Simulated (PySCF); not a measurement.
C4H7FO2, SMILES [C@H]1(O)[C@@H](O)[C@]1(F)C. Geometry: PBE0-D3(BJ)/def2-SVP. The structure was generated by enumeration; whether it is a known compound was not checked. Other conformers were not sampled.

Level of theory: PBE0-D3(BJ)/def2-SVP (PySCF).

Harmonic wavenumbers (cm⁻¹): 182, 208, 213, 252, 271, 290, 359, 538, 563, 607, 699, 733, 847, 882, 973, 1033, 1095, 1127, 1191, 1210, 1260, 1310, 1323, 1362, 1393, 1407, 1446, 1463, 1519, 3059, 3153, 3156, 3163, 3171, 3739, 3826. Rotational constants (GHz): 3.677, 2.378, 2.157; symmetry number 1.

Problem. Work out the zero-point energy and the ideal-gas rigid-rotor harmonic-oscillator thermochemistry at 298.15 K and 1 atm.

Solution. ZPE = ½ Σ hcν = ½ × 49021 cm⁻¹ = 70.08 kcal/mol. H − E(el) = 75.28 kcal/mol. Entropy in cal/(mol K): translation 39.89, rotation 27.24, vibration 15.29, total 82.42. G − E(el) = 50.70 kcal/mol. Cp = 28.92 cal/(mol K).
